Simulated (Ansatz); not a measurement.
Reaction (formal exchange of groups at the Sb–Si bond): `[CH3][AlH][SiH2][SbH2]` + `[SiH3]CS` → `[SiH3][CH](S)[SbH2]` + `[CH3][AlH][SiH3]`

Program: Ansatz. Geometries: PBE0-D4/def2-TZVP. ΔE: electronic, gas phase. CBS: MP2 limit from def2 TZ/QZ plus the TZ coupled-cluster correction, frozen cores. DFT in def2-TZVPP. HSE06 is defined as in plane-wave codes. def2 core potentials past Kr. For Sb outer-core shells are correlated without core-valence functions, which leaves a few kJ/mol of doubt a bond. One conformer a species, not always the lowest.

| level | ΔE (kJ/mol) |
| --- | --- |
| r2SCANh-D4 | 91.3 |
| r2SCAN0 | 91.7 |
| HSE06 | 93.2 |
| HF/def2-SVP | 68.5 |
| CCSD/def2-TZVPP | 72.4 |
| CCSD(T)/def2-TZVPP | 74.7 |
| MP2/CBS(def2) | 77.5 |
| CCSD/CBS(def2) | 75.9 |

(1) What does CCSD(T)/CBS give? (Best estimate.)

Largest T1 diagnostic among the species: 0.014.

## Answers

(1) Ansatz gave: +78.2 kJ/mol. The listed levels differ from it by 13.1, 13.5, 15.0, -9.7, -5.8, -3.5, -0.7, -2.3 kJ/mol.

In def2-TZVPP, CCSD(T) changes the Hartree–Fock value by +10.8 kJ/mol (the triples alone add +2.3 kJ/mol) and MP2 by +10.1 kJ/mol. Leaving LDA and LC-ωPBE aside and taking each functional with its dispersion term where it has one, the values, not all of them listed here, spread over 19.4 kJ/mol, from CAM-B3LYP-D4 to PBE-D4. LDA lies +6.3 kJ/mol from PBE without D4.
